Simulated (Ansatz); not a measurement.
Ansatz results at the PBE0-D4/def2-TZVP geometry: LUMO energy (PBE/def2-TZVPP) -2.32 eV; size of the dipole moment (PBE/def2-TZVPP) 1.87 D; HOMO–LUMO gap (PBE/def2-TZVPP) 4.65 eV.

Each molecule was computed in one conformer, which needn't be the lowest.

Q: Which molecule gave them?
A. `O[SiH2]/C=C\[SiH](O)F`
B. `N[SiH2]S[SiH](N)O`
C. `C=C[SiH](O)S[SiH2]O`
D. `F[SiH2]C[SiH3]`

A: A. The others give `N[SiH2]S[SiH](N)O`: -0.60, 1.70, 5.55; `C=C[SiH](O)S[SiH2]O`: -1.70, 0.96, 4.73; `F[SiH2]C[SiH3]`: -0.67, 1.77, 6.93.
